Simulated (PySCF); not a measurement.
**Worked example: dipole moment from atomic charges**

SiH2FBr, SMILES F[SiH2]Br. Atoms are numbered in the order given.

```xyz
5

Si     0.5179     1.0909     0.0000
F     -0.7893     1.9964     0.0000
Br    -0.0771    -1.0280     0.0000
H      1.2764     1.3707     1.2339
H      1.2764     1.3707    -1.2339
```
Charge 0, spin multiplicity 1.

The structure is a stationary point at PBE0-D3(BJ)/def2-TZVP.

Charges (e) from CAM-B3LYP/def2-TZVPD run with PySCF:

```csv
atom,ESP fit,IAO
Si1,0.265,1.091
F2,-0.175,-0.537
Br3,-0.101,-0.260
H4,0.005,-0.147
H5,0.005,-0.147
```

The dipole moment of the full density is 1.38 D.

What dipole moment does each set of point charges give, and which comes closer to that of the density?


μ = Σ q r, and 1 e Å = 4.8032 D.
ESP fit: Σ q r = (0.296, 0.057, 0.000) e Å, |μ| = 1.45 D.
IAO: Σ q r = (0.634, -0.018, 0.000) e Å, |μ| = 3.04 D.
ESP fit comes closer in size. Point charges leave out the atoms' own dipoles (lone pairs, polarised bonds); fits to the potential absorb them, partitions of the density don't.
